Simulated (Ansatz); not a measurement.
[SnBr3]- (SnBr₃⁻): single points at one geometry.

```yaml
crystal:
  periodic: [false, false, false]
  atoms:
    - {symbol: Sn, position_ang: [-0.004096, 0.005782, 0.974139]}
    - {symbol: Br, position_ang: [2.367981, -0.032408, -0.314652]}
    - {symbol: Br, position_ang: [-1.155493, 2.062875, -0.341782]}
    - {symbol: Br, position_ang: [-1.208391, -2.036249, -0.317706]}
basis:
  gaussian: {orbitals: def2-TZVPD, initial_orbitals: start.molden}
total_charge: -1
hamiltonian: {xc: {name: CAM-B3LYP}, dispersion: d4}
scf: {omitted_lower_state_checks: [starts]}
output: {orbitals: {seedname: orbitals}}
```

The file start.molden holds the orbitals of an earlier run on this structure, at another level or in another basis.

```sh
$ ansatz run in.yaml --threads 4 --pin off --events-out ev --progress --plain --max-ram 3916MiB
```

Shortened log:

```
Functional definition: CAM-B3LYP
1832 factors; their error is unknown
376 factors; integrals over basis functions are off by at most 5.7e-5 eV
mean field evaluation 1: about -215987.1241 eV, gradient 7.5e0 eV
mean field evaluation 2: about -215987.1990 eV, gradient 8.7e-2 eV
mean field evaluation 4: about -215987.9778 eV, gradient 3.2e-4 eV
mean field -215987.97782991 eV, -7937.4117833395 hartree, gradient 1.8e-5 eV, S^2 0.000000; 0 other end points of the search recorded, 0 dependent functions left out
reference -215987.97796012 eV, -7937.4117881247 hartree; 64, 64 occupied and 163, 163 virtual orbitals, 1832 factors
Total energy: -215988.17006685 eV, -7937.4188479167 hartree
Checks for a lower state left out: starts
```

Run time 8.5 s (4 threads of Arm Neoverse V1 on a shared host), peak host memory 1 GiB.

As the first input, with `gaussian: {orbitals: def2-SVPD, initial_orbitals: start.molden}`, `hamiltonian: {xc: pbe, dispersion: d4}` (abridged; 1.8 s):

```
Functional definition: PBE
mean field -215921.30079076 eV, -7934.9614473462 hartree, gradient 1.3e-5 eV, S^2 0.000000
Total energy: -215921.50145447 eV, -7934.9688216015 hartree
Checks for a lower state left out: starts
```

As the first input, with `hamiltonian: {xc: r2scan, dispersion: d4}` (abridged; 7 s):

```
Functional definition: r2SCAN
mean field -215979.24354086 eV, -7937.0908041372 hartree, gradient 1.8e-5 eV, S^2 0.000000
Total energy: -215979.28577558 eV, -7937.0923562346 hartree
Checks for a lower state left out: starts
```

As the first input, with `hamiltonian: {xc: pbe0, dispersion: d4}` (abridged; 8.5 s):

```
Functional definition: PBE0
mean field -215954.04387716 eV, -7936.1647335772 hartree, gradient 1.0e-5 eV, S^2 0.000000
Total energy: -215954.22077667 eV, -7936.1712345143 hartree
Checks for a lower state left out: starts
```

First input, but with `hamiltonian: {xc: {name: wB97X-V}}` (abridged; 15 s):

```
Functional definition: wB97X-V
mean field -215958.24413754 eV, -7936.3190902992 hartree, gradient 1.1e-5 eV, S^2 0.000000
Total energy: -215958.24413442 eV, -7936.3190901847 hartree
Checks for a lower state left out: starts
```

First input, but with `hamiltonian: {xc: {name: LC-wPBE}}` (abridged; 4.6 s):

```
Functional definition: LC-wPBE
mean field -215949.63813065 eV, -7936.0028253794 hartree, gradient 7.4e-6 eV, S^2 0.000000
Total energy: -215949.63813066 eV, -7936.0028253797 hartree
Checks for a lower state left out: starts
```

As the first input, with `hamiltonian: {xc: {name: revPBE}, dispersion: d4}` (abridged; 3.5 s):

```
Functional definition: revPBE
mean field -215961.35095126 eV, -7936.4332635974 hartree, gradient 2.6e-5 eV, S^2 0.000000
Total energy: -215961.72542800 eV, -7936.4470253639 hartree
Checks for a lower state left out: starts
```

Geometry: B3LYP-D4/def2-SVPD.

In the def2 sets Sn takes a core potential; there is no spin–orbit coupling. LC-ωPBE has ω = 0.4 bohr⁻¹.
